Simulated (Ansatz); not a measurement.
```yaml
crystal:
  periodic: [false, false, false]
  atoms:
    - {symbol: B, position_ang: [-0.599527, 1.496064, -0.367359]}
    - {symbol: Si, position_ang: [0.642577, -0.001443, -0.211902]}
    - {symbol: B, position_ang: [-0.014248, -1.728521, 0.363440]}
    - {symbol: O, position_ang: [0.533613, -0.950159, 1.283040]}
    - {symbol: H, position_ang: [-0.594453, 2.191250, -1.339412]}
    - {symbol: H, position_ang: [-1.455002, 1.649852, 0.451976]}
    - {symbol: H, position_ang: [2.063897, 0.106090, -0.619259]}
    - {symbol: H, position_ang: [-0.484654, -2.820332, 0.383677]}
basis:
  gaussian: {orbitals: def2-TZVPP, nuclear_model: gaussian}
hamiltonian: {xc: {name: B3LYP}}
output: {forces: true}
```

```sh
$ ansatz run in.yaml --threads 2 --pin off --events-out ev --progress --plain --max-ram 4352MiB
```

It prints (some lines left out):

```
Functional definition: B3LYP
1016 factors; their error is unknown
mean field evaluation 1: about -11338.1877 eV, gradient 5.6e1 eV
mean field evaluation 2: about -11313.2191 eV, gradient 1.2e2 eV
mean field evaluation 4: about -11344.1066 eV, gradient 5.8e0 eV
mean field evaluation 8: about -11344.2080 eV, gradient 1.5e-1 eV
mean field evaluation 16: about -11344.2146 eV, gradient 2.9e-4 eV
mean field -11344.21461622 eV, -416.8921977612 hartree, gradient 6.4e-5 eV, S^2 0.000000; 0 other end points of the search recorded, 0 dependent functions left out
reference -11344.21488821 eV, -416.8922077566 hartree; 18, 18 occupied and 173, 173 virtual orbitals, 1016 factors
Total energy: -11344.21488821 eV, -416.8922077566 hartree
Atom 0 at    -0.599527     1.496064    -0.367359 Å, force    -0.084706     0.127449    -0.023656 eV/Å
Atom 1 at     0.642577    -0.001443    -0.211902 Å, force     0.121053     0.129282    -0.145101 eV/Å
Atom 2 at    -0.014248    -1.728521     0.363440 Å, force    -0.089872    -0.250007     0.007968 eV/Å
Atom 3 at     0.533613    -0.950159     1.283040 Å, force     0.007744    -0.049199     0.129789 eV/Å
Atom 4 at    -0.594453     2.191250    -1.339412 Å, force    -0.008037    -0.065727     0.106084 eV/Å
Atom 5 at    -1.455002     1.649852     0.451976 Å, force     0.086295    -0.008306    -0.096345 eV/Å
Atom 6 at     2.063897     0.106090    -0.619259 Å, force    -0.081023     0.008503     0.017423 eV/Å
Atom 7 at    -0.484654    -2.820332     0.383677 Å, force     0.048547     0.108005     0.003838 eV/Å
Dipole moment:     0.011716     0.011449    -0.166201 e Å
```

It took 3.9 s on 2 threads of an Arm Neoverse V1 on a shared host, with 0.38 GiB of host memory at the peak.
